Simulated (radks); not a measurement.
Values are calculated unless marked as measured or tabulated.
Question: All-electron atom: As IV in [Ar] 3d10 4s2. Code: a radial shooting solver on a logarithmic mesh with Libxc functionals. Model: scalar-relativistic Kohn-Sham, PBE, spin-polarised, spherical densities, finite nucleus; Fermi nuclear charge, rms radius 4.0968 fm. Some entries of the table are withheld. Estimate them.

orbital  occ.  eigenvalue (hartree)  <r^2> (bohr^2)  <r> (bohr)
1s          2             -431.9703        0.002786     0.04550
2s          2             -55.90961         0.04848      0.2027
2p          6             -49.18355             (1)      0.1772
3s          2              -8.25825          0.4121      0.5980
3p          6              -6.17687          0.4466      0.6166
3d         10              -2.75314          0.5676         (2)
4s          2                   (3)           3.439       1.743
4p          0              -1.20806           4.626       2.017

Answer: 
(1) 2p <r^2> (bohr^2): 0.03845
(2) 3d <r> (bohr): 0.6721
(3) 4s eigenvalue (hartree): -1.63280
